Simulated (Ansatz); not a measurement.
```xyz
11

O     0.271   -1.152    0.782
Si    0.251    0.512    1.125
C    -0.348    1.069   -0.514
Ga   -0.276   -0.768   -1.359
H     0.716   -1.811    1.317
H    -0.639    0.733    2.295
H     1.633    0.921    1.496
H    -1.358    1.478   -0.497
H     0.325    1.774   -1.004
H     1.038   -1.177   -2.120
H    -1.612   -1.578   -1.522
```

Total charge 0; spin multiplicity 1.

(1) List the PBE0/def2-TZVPP orbital energies in eV (the Gaussian-basis code of Ansatz). (An estimate is asked.)

## Answers

(1) Computed: Occupied: -10146.38, -1803.15, -1252.24, -1108.41, -1108.32, -1108.31, -523.62, -277.53, -150.51, -145.40, -103.51, -103.26, -103.24, -100.11, -100.04, -100.02, -28.94, -22.64, -22.51, -22.47, -22.41, -22.36, -19.18, -16.22, -14.02, -12.06, -11.78, -10.88, -10.63, -9.65, -9.15, -7.85, -7.46. Lowest empty: -0.67, 0.95, 1.00, 1.30, 1.91, 1.98, 2.28, 2.54.
